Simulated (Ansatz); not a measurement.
Geometry optimisation, UKS B3LYP-D4/cc-pVDZ in Ansatz 0.2.0.

Input:

```yaml
crystal:
  periodic: [false, false, false]
  atoms:
    - { symbol: B, position_ang: [-1.858, -0.162, -0.4991] }
    - { symbol: C, position_ang: [-0.419, 0.1179, -0.1241] }
    - { symbol: C, position_ang: [0.5845, -0.7142, 0.2035] }
    - { symbol: C, position_ang: [1.4941, 0.4618, 0.3476] }
    - { symbol: O, position_ang: [0.3983, 1.2892, -0.0053] }
    - { symbol: H, position_ang: [-2.6032, 0.8176, -0.7676] }
    - { symbol: H, position_ang: [-2.3134, -1.2129, -0.5456] }
    - { symbol: H, position_ang: [0.7938, -1.7653, 0.325] }
    - { symbol: H, position_ang: [2.2476, 0.5015, -0.3541] }
    - { symbol: H, position_ang: [1.7584, 0.6153, 1.4228] }
magnetization:
  spin_polarized: true
basis:
  gaussian: { orbitals: cc-pVDZ }
hamiltonian:
  xc: b3lyp
  dispersion: d4
relax:
  f_tol: 0.02
  max_steps: 50
```

Launched with:

```bash
$ ansatz run input.yaml --threads 2 --pin off --max-ram 3072MiB --backend cpu --events-out ev --progress --plain --runs-dir out
```

**Question.** Where does it end, and by what steps?

**Answer.** The run converged. After 6 steps the energy has fallen by 0.405 eV; H10 moved furthest, 0.11 Å.

| step | energy less start (eV) | largest force component (eV/Å) | accepted |
| --- | --- | --- | --- |
| 0 | 0.0000 | 3.195 | yes |
| 1 | -0.3413 | 1.027 | yes |
| 2 | -0.3895 | 0.449 | yes |
| 3 | -0.3977 | 0.259 | yes |
| 4 | -0.4037 | 0.080 | yes |
| 5 | -0.4047 | 0.053 | yes |
| 6 | -0.4050 | 0.020 | yes |

```xyz
10
Properties=species:S:1:pos:R:3
B -1.882 -0.104 -0.511
C -0.413 0.045 -0.121
C 0.622 -0.776 0.219
C 1.474 0.453 0.371
O 0.309 1.253 -0.006
H -2.562 0.857 -0.756
H -2.340 -1.216 -0.565
H 0.763 -1.848 0.331
H 2.299 0.583 -0.348
H 1.813 0.700 1.390
```

Time of the run: 22 s on 2 threads of Arm Neoverse V2 (shared host), peak memory 0.24 GiB.
